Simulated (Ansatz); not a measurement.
Cost and result for the atomization energy of CH₅InO₂S (`C[O][In]([OH])[SH]`) (10 atoms, 9 bonds).

```tsv
atom	x (Å)	y (Å)	z (Å)
C1	-0.897	-1.096	1.251
O2	0.358	-0.602	0.846
In3	0.544	0.614	-0.693
O4	-1.145	0.928	-1.674
S5	2.661	1.511	-1.233
H6	-1.587	-1.275	0.417
H7	-0.742	-2.049	1.768
H8	-1.391	-0.411	1.951
H9	-1.041	1.500	-2.438
H10	3.241	0.881	-0.196
```

Charge 0, multiplicity 1. Correlated methods include outer-core shells of In, which these sets cover unevenly. In takes the def2 core potential. Geometry: relaxed with PBE0-D4/def2-TZVP. It is one conformer, not always the lowest. Program: Ansatz. Hardware: A = 2 threads of an AMD EPYC 7R13 on a shared host; B = 2 threads of an AMD EPYC 7R13 on a shared host and a share of an NVIDIA H100 80 GB. Times are those of one run each, without the atoms' runs, and a repeat can differ threefold. Electronic energies, without spin–orbit coupling; frozen cores. CCSD(T)/CBS adds CCSD(T) − MP2 in def2-TZVPP to the MP2 limit, and its time is that of the two runs behind it. T1 = 0.016. With those shells the extrapolation isn't a true limit. B3LYP takes the VWN-RPA correlation (the form of Gaussian; ORCA's B3LYP/G).

CCSD(T)/CBS is a level of theory with its own doubt, some kJ/mol a heavy atom from the limit and from the frozen cores, so smaller differences don't rank the functionals.

```tsv
level	functions	wall time
PBE-D4/def2-TZVPP (with forces) [A]	255	5.5 s
PBE0-D4/def2-TZVPP [A]	255	6.5 s
r2SCAN-D4/def2-TZVPP (with forces) [A]	255	9 s
B3LYP-D4/def2-TZVPP (with forces) [A]	255	11 s
B2PLYP/def2-TZVPP [A]	255	13 s
ωB97X-V/def2-TZVPP [A]	255	16 s
CCSD(T)/def2-TZVPP [B]	255	19 s
MP2/def2-QZVPP [B]	473	19 s
ωB97M-V/def2-TZVPP (with forces) [A]	255	21 s
CCSD(T)/CBS(def2)	–	38 s
```

Question: What atomization energy does each give, and how far from CCSD(T)/CBS? (Best estimate.)

Answer: Ansatz gave: 
```
                                 level  atomization (kJ/mol)  difference from CCSD(T)/CBS  per bond
   PBE-D4/def2-TZVPP (with forces) [A]                3397.5                         37.9       4.2
                PBE0-D4/def2-TZVPP [A]                3304.3                        -55.3      -6.1
r2SCAN-D4/def2-TZVPP (with forces) [A]                3340.4                        -19.2      -2.1
 B3LYP-D4/def2-TZVPP (with forces) [A]                3298.5                        -61.1      -6.8
                 B2PLYP/def2-TZVPP [A]                3278.1                        -81.5      -9.1
                ωB97X-V/def2-TZVPP [A]                3346.3                        -13.3      -1.5
                CCSD(T)/def2-TZVPP [B]                3245.5                       -114.1     -12.7
                    MP2/def2-QZVPP [B]                3383.7                         24.1       2.7
  ωB97M-V/def2-TZVPP (with forces) [A]                3340.7                        -18.9      -2.1
                     CCSD(T)/CBS(def2)                3359.6                          0.0       0.0
```

The D4 term adds +31.1 kJ/mol with B3LYP and +16.5 kJ/mol with PBE0; it sums over pairs of atoms, weighted by their polarisabilities, and B3LYP, whose exchange is more repulsive, gets the larger term. In def2-TZVPP, CCSD(T) changes the Hartree–Fock value by +993.9 kJ/mol (the triples alone add +66.6 kJ/mol) and MP2 by +1064.1 kJ/mol; breaking electron pairs costs correlation energy, which Hartree–Fock lacks. From PBE to PBE0 (25 % exact exchange), in def2-TZVPP and without D4, the atomization energy moves by −90.5 kJ/mol: exact exchange takes away binding that semilocal exchange gives to molecules.

Spin–orbit coupling would lower the free In atoms strongly, and the atomization energy with them, by more than many differences here.
